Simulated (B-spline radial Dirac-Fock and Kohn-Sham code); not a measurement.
## Anomalous scattering factors of Ga, 551.1 eV to 6.532 keV

The computed values come from a radial atomic solver: the dispersion relation over Dirac-Hartree-Slater subshell photoionisation cross sections, with the Kissel-Pratt high-energy constant (isolated atom, no bound-bound lines or fine structure). The forward scattering factor is f₀ + f′ + i f″.

Edges near this range: L1 1299.0 eV, L2 1143.2 eV, L3 1116.4 eV.

```
hν (eV)  λ (Å)   f′ (e)  f″ (e)  tabulated f′  tabulated f″
  551.1  22.50   -8.556   5.856             –          5.37
   1000  12.40  -12.273   2.791        -12.25          2.64
   1025  12.10  -13.029   2.699        -12.97          2.55
   1144  10.84  -21.685  12.524        -21.44         16.17
   1247  9.943  -10.736  14.307        -11.30         14.40
 1253.6  9.890  -10.524  14.186        -11.06         14.29
   1374  9.024   -6.768  14.185         -6.86         14.01
 1486.9  8.338   -4.485  12.719         -4.55         12.50
   1837  6.749   -1.503   9.399         -1.51          9.15
   2000  6.199   -0.895   8.278         -0.89          8.07
   2341  5.296   -0.248   6.496         -0.23          6.35
 2984.4  4.154    0.052   4.408          0.07          4.31
   3255  3.809    0.045   3.824          0.06          3.71
   4000  3.100        ?       ?             ?             ?
   4489  2.762   -0.229   2.228         -0.22          2.14
 4510.9  2.749   -0.235   2.210         -0.23          2.12
   5214  2.378   -0.430   1.721         -0.43          1.65
 5414.7  2.290   -0.485   1.612         -0.49          1.55
   6000  2.066   -0.646   1.347         -0.65          1.29
 6403.9  1.936   -0.758   1.201         -0.76          1.15
   6532  1.898   -0.794   1.159         -0.79          1.11
```

**Question.** What are f′ and f″ at 4000 eV?

**Answer.** f′ = -0.099 and f″ = 2.711 electrons (tables: -0.10 and 2.60). By the optical theorem f″ corresponds to a photoabsorption cross section 2 rₑ λ f″ = 47400 b.

Tabulated f′: xraylib 4.2 anomalous scattering factors (Cullen et al., EPDL97); f″: Chantler's tables (J. Phys. Chem. Ref. Data 1995 and 2000). Both are theoretical tables.
